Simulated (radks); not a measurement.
Values are calculated unless marked as measured or tabulated.
Question: Ionisation ladder of potassium, from K to K18+. Each ion is in the ground configuration listed by NIST, and IE = E(next ion) - E(this ion), with E = 0 for the bare nucleus. Level of theory: non-relativistic Kohn-Sham, PBE, spin-polarised, spherical densities, point nucleus; open shells are filled with parallel spins first (a radial shooting solver on a logarithmic mesh with Libxc functionals).

| species | configuration | IE, Delta-SCF (eV) | -e(HOMO) (eV) | HOMO |
|---|---|---|---|---|
| K | [Ar] 4s1 | 4.449 | 2.534 | 4s up |
| K+ | [Ar] | 31.639 | 24.896 | 3p |
| K2+ | [Ne] 3s2 3p5 | 45.789 | 38.562 | 3p down |
| K3+ | [Ne] 3s2 3p4 | 60.659 | 53.139 | 3p down |
| K4+ | [Ne] 3s2 3p3 | 81.943 | 73.350 | 3p up |
| K5+ | [Ne] 3s2 3p2 | ? | 90.654 | 3p up |
| K6+ | [Ne] 3s2 3p1 | ? | 108.54 | 3p up |
| K7+ | [Ne] 3s2 | 154.28 | 145.24 | 3s |
| K8+ | [Ne] 3s1 | 176.20 | 166.88 | 3s up |
| K9+ | [Ne] | 503.96 | 473.69 | 2p |
| K10+ | [He] 2s2 2p5 | ? | 534.52 | 2p down |
| K11+ | [He] 2s2 2p4 | 628.06 | 596.75 | 2p down |
| K12+ | [He] 2s2 2p3 | 716.41 | 681.66 | 2p up |
| K13+ | [He] 2s2 2p2 | 786.82 | 751.42 | 2p up |
| K14+ | [He] 2s2 2p1 | 857.78 | 822.32 | 2p up |
| K15+ | [He] 2s2 | ? | 932.12 | 2s |
| K16+ | [He] 2s1 | 1030.6 | 1002.7 | 2s up |
| K17+ | [He] | 4589.7 | 4475.2 | 1s |
| K18+ | 1s1 | 4908.5 | 4790.5 | 1s up |

Estimate the withheld Delta-SCF values.

Answer: K5+: 99.561 eV (NIST 99.4); K6+: 117.58 eV (NIST 117.6); K10+: 565.55 eV (NIST 566); K15+: 959.57 eV (NIST 967.7).
